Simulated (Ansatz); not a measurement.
Reaction (substitution at a C–C bond): `CCC(=O)N(C)C` + `[SiH3]S` → `CCS[SiH3]` + `CN(C)C=O`

Calculated with Ansatz (gas phase, PBE0-D4/def2-TZVP geometries, no zero-point term in ΔE). CCSD(T)/CBS is the MP2 limit (def2-TZVPP, def2-QZVPP) plus CCSD(T) − MP2 in def2-TZVPP, frozen cores. This one scheme is used for every species. DFT in def2-TZVPP. One conformer a species, not always the lowest.

`CCC(=O)N(C)C`:

```xyz
18

C    -0.044   -2.284   -0.047
C     1.065   -1.245    0.076
C     0.592   -0.008    0.812
O     0.797    0.102    2.009
N    -0.087    0.944    0.110
C    -0.582    2.107    0.804
C    -0.425    0.876   -1.286
H    -0.440   -2.532    0.940
H    -0.875   -1.928   -0.660
H     0.335   -3.203   -0.499
H     1.482   -1.005   -0.905
H     1.877   -1.643    0.684
H    -1.677    2.140    0.772
H    -0.254    2.059    1.840
H    -0.199    3.020    0.338
H    -0.031    1.749   -1.819
H    -1.513    0.867   -1.420
H    -0.021   -0.017   -1.752
```

`[SiH3]S`:

Cartesian coordinates in Å:
```
Si -0.092 0.424 0.300
S -0.576 -1.252 -0.935
H 0.624 0.007 1.532
H -1.399 1.026 0.654
H 0.743 1.415 -0.426
H 0.701 -1.621 -1.126
```

`CCS[SiH3]`:

```xyz
12

C     1.054    1.782   -0.404
C     0.016    0.703   -0.173
S     0.847   -0.870    0.240
Si   -0.861   -2.105    0.491
H     1.663    1.939    0.489
H     0.566    2.727   -0.655
H     1.722    1.514   -1.226
H    -0.592    0.554   -1.068
H    -0.648    0.976    0.650
H    -0.357   -3.457    0.834
H    -1.739   -1.597    1.580
H    -1.670   -2.164   -0.757
```

`CN(C)C=O`:

```xyz
12

C    -0.883    1.031    0.143
N    -0.057   -0.143    0.038
C     1.293    0.023   -0.423
C    -0.550   -1.358    0.369
O    -1.672   -1.581    0.765
H    -1.865    0.725    0.502
H    -0.988    1.519   -0.831
H    -0.448    1.750    0.844
H     1.316    0.453   -1.431
H     1.792   -0.946   -0.451
H     1.859    0.685    0.241
H     0.203   -2.158    0.235
```

```
             level  ΔE (kJ/mol)
            PBE-D4         12.0
            revPBE          4.6
       HF/def2-SVP         23.7
     CCSD/def2-SVP         26.1
     HF/def2-TZVPP         16.8
SCS-MP2/def2-TZVPP         16.5
    MP2/def2-QZVPP         16.5
SCS-MP2/def2-QZVPP         15.1
```

**Question.** What does CCSD(T)/CBS give? (Estimate.)

**Answer.** Ansatz gave: +18.9 kJ/mol. The listed levels differ from it by -6.9, -14.3, 4.8, 7.2, -2.1, -2.4, -2.4, -3.8 kJ/mol.

Largest T1 diagnostic among the species: 0.014.

From BLYP to BHLYP (50 % exact exchange), in def2-TZVPP and without D4, ΔE moves by +10.4 kJ/mol. At CCSD(T), def2-SVP lies +7.0 kJ/mol from the extrapolated value and def2-TZVPP +2.3 kJ/mol.
